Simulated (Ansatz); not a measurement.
Reaction (ligand exchange at the In–C bond): `[InH2][CH2]N1[SiH2][SiH2]1` + CH₃OH → `C[O][InH2]` + `CN1[SiH2][SiH2]1`

Program: Ansatz. Geometries: PBE0-D4/def2-TZVP. ΔE: electronic, gas phase. CCSD(T)/CBS is the MP2 limit (def2-TZVPP, def2-QZVPP) plus CCSD(T) − MP2 in def2-TZVPP, frozen cores. This one scheme is used for every species. DFT in def2-TZVPP. HSE06 is defined as in plane-wave codes. Elements past krypton have def2 core potentials. For In outer-core shells are correlated without core-valence functions, which leaves a few kJ/mol of doubt a bond. One conformer a species, not always the lowest.

`[InH2][CH2]N1[SiH2][SiH2]1`:

Z-matrix (Å, degrees):
```
C
N 1 1.457
In 1 2.176 2 99.9
H 1 1.091 2 110.7 3 120.0
H 1 1.091 2 110.6 3 -120.0
Si 2 1.737 1 139.8 3 96.7
Si 2 1.737 1 139.9 3 -95.9
H 3 1.729 1 119.0 2 -84.3
H 3 1.729 1 119.0 2 83.8
H 6 1.489 2 117.1 1 -72.6
H 6 1.489 2 116.6 1 59.0
H 7 1.489 2 117.1 1 72.7
H 7 1.489 2 116.6 1 -59.0
```

CH₃OH:

```xyz
6

C     0.041    0.136    0.327
O     0.256   -0.755   -0.744
H     0.670   -0.198    1.152
H    -1.001    0.133    0.670
H     0.325    1.166    0.077
H    -0.290   -0.481   -1.483
```

`C[O][InH2]`:

```xyz
8

C    -0.335    0.203    1.227
O    -0.408   -0.697    0.160
In    0.396   -0.362   -1.625
H    -1.342    0.491    1.555
H     0.209    1.130    0.989
H     0.171   -0.260    2.085
H     1.187    1.156   -1.702
H     0.122   -1.662   -2.690
```

`CN1[SiH2][SiH2]1`:

Cartesian coordinates in Å:
```
C 0.889 -1.285 -0.320
N 0.066 -0.138 -0.033
Si -0.709 1.173 -0.853
Si -0.597 0.710 1.322
H 0.739 -2.068 0.429
H 0.639 -1.709 -1.296
H 1.955 -1.030 -0.328
H -1.851 0.827 -1.745
H 0.162 2.161 -1.549
H -1.652 0.009 2.103
H 0.359 1.349 2.269
```

(1) Is it downhill or uphill in electronic energy at CCSD(T)/CBS, and by how much? (Estimate.)

(2) What do these levels give: PBE-D4, HSE06-D4, BHLYP-D4, ωB97M-V, PBE, r2SCAN, r2SCANh, BHLYP, CCSD/def2-SVP, SCS-MP2/def2-TZVPP, CCSD(T)/def2-TZVPP, HF/def2-QZVPP? (Best estimate.)

Largest T1 diagnostic among the species: 0.017.

Results:

(1) Computed: Downhill: ΔE = -0.70 eV.

(2) The calculation gave: PBE-D4 -0.69, HSE06-D4 -0.66, BHLYP-D4 -0.73, ωB97M-V -0.72, PBE -0.74, r2SCAN -0.78, r2SCANh -0.76, BHLYP -0.82, CCSD/def2-SVP -0.79, SCS-MP2/def2-TZVPP -0.70, CCSD(T)/def2-TZVPP -0.68, HF/def2-QZVPP -0.89 eV.

From r2SCAN to r2SCAN0 (25 % exact exchange), in def2-TZVPP and without D4, ΔE moves by +0.04 eV. In def2-TZVPP, CCSD(T) changes the Hartree–Fock value by +0.19 eV (the triples alone add +0.02 eV) and MP2 by +0.23 eV.
